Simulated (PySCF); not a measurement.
Computed IR spectrum (relative IR intensity) of a molecule CH5FO3Si. Coordinates come from a r2SCAN-D4/def2-SVP optimisation. The values are those of a single conformer. Method: r2SCAN-D4/def2-SVP in PySCF. Frequencies are harmonic and unscaled.

Lines under 2 % of the strongest are left out, and lines within 2 cm⁻¹ are merged.

ν (cm⁻¹): 45 (vw), 84 (w), 92 (w), 144 (w), 189 (s), 285 (w), 304 (w), 347 (m), 370 (m), 411 (m), 720 (w), 769 (s), 789 (s), 913 (vs), 966 (s), 1012 (s), 1153 (vs), 1212 (s), 1478 (vw), 3007 (m), 3095 (w), 3134 (w), 3896 (s), 3900 (m) (against the strongest line: vs over 80 %, s over 45 %, m over 15 %, w over 4 %, vw less)

**Question.** Which structure fits?
A. O[Si](O)(O)CF
B. CO[Si](O)(O)F
C. OC[Si](O)(O)F

**Answer.** B, CO[Si](O)(O)F
